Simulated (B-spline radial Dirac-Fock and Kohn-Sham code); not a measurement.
## Fe⁵⁺ 3d3/2: cross section and angular parameters

System: iron as Fe⁵⁺ in the configuration [Ar] 3d3; threshold 96.03 eV (orbital energy of the model). Level of theory: Dirac-Hartree-Slater photoionisation with a Latter tail; cross sections with all multipoles, angular parameters from the dipole term and its interference with E2; a B-spline atomic structure program.

The run's input, task.json:

```json
{"items": [{
  "Z": 26,
  "q": 5,
  "cfg": [[1, 0, 2], [2, 0, 2], [2, 1, 6], [3, 0, 2], [3, 1, 6], [3, 2, 3]],
  "A": 56,
  "rrms": 3.7377,
  "do": "xps",
  "hv": [55.8, 86.4, 100.0, 106.0, 118.0, 134.0, 150, 200, 282.0, 300, 308.0, 322.0, 400, 433.0, 532.0, 582.0, 600, 680.0, 800, 1253.6, 1840.0, 2000, 3240.0, 4690.0, 7070.0, 7890.0, 11100.0, 11200.0, 13200.0]
}]}
```

Command: `python xray2_run.py task.json out`

For linearly polarised light dσ/dΩ = σ/(4π) [1 + β P₂(cos θ) + (δ + γ cos²θ) sin θ cos φ], with θ from the polarisation vector and φ the angle between the beam and the projection of the electron momentum on the plane normal to the polarisation.

```csv
hν (eV),σ (kb),β,γ,δ
106,1300,0.545,-0.017,0.008
118,1100,0.698,-0.011,0.012
134,871,0.842,-0.003,0.014
150,690,0.945,0.007,0.016
200,348,1.128,0.042,0.021
282,142,1.247,0.106,0.028
300,?,?,?,?
308,111,1.258,0.127,0.030
322,97.9,1.263,0.137,0.031
400,51.8,1.263,0.192,0.036
433,40.8,1.256,0.214,0.038
532,21.6,1.223,0.269,0.044
582,16.3,1.205,0.294,0.047
600,14.8,1.198,0.304,0.048
680,9.97,1.166,0.342,0.053
800,5.85,1.118,0.393,0.061
1253.6,1.24,0.951,0.531,0.092
1840,0.305,0.800,0.642,0.131
2000,0.223,0.768,0.667,0.142
3240,0.0340,0.595,0.797,0.220
4690,0.00750,0.477,0.879,0.301
7070,0.00132,0.362,0.932,0.416
7890,0.000821,0.335,0.938,0.452
11100,0.000184,0.266,0.944,0.580
11200,0.000177,0.264,0.944,0.583
13200,8.56e-05,0.237,0.947,0.652
```

Question: Give the values at 300 eV.

Answer: σ = 119 kb, β = 1.255, γ = 0.121, δ = 0.030.

Values without a named source are computed, but for edge energies of neutral atoms, which are taken from tables.
